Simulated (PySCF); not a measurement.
Al(CF3)(F)(OH) (CHAlF4O), SMILES [OH][Al]([F])[C](F)(F)F. Atoms are numbered in the order given.

```xyz
8

Al    -0.0184     0.2500     0.9779
C      0.0057    -0.2217    -0.9697
F     -0.4762     0.7556    -1.7540
F     -0.7282    -1.3210    -1.2240
F      1.2551    -0.4830    -1.3985
F     -0.5576     1.7451     1.4442
O      0.5216    -0.9128     2.0601
H      0.5930    -0.8890     3.0146
```
Charge 0, spin multiplicity 1.

Coordinates come from a PBE0-D3(BJ)/def2-SVP optimisation. The values are those of a single conformer.

Calculation: PBE/def2-TZVP in PySCF.

Gas-phase values at a fixed geometry.

The total energy is -755.47987 hartree and the highest occupied level is -7.78 eV. The lowest empty level comes out as -1.79 eV. The orbital gap is 5.99 eV. The dipole moment comes out as 0.508 e·Å and the quadrupole, principal values (traceless, Buckingham form, about the centre of nuclear charge) is -10.56, 3.40, 7.16 D·Å. The mean static polarisability comes out as 40.9 bohr³ (6.06 Å³). The polarisability, principal values is 36.1, 40.4, 46.1 bohr³.
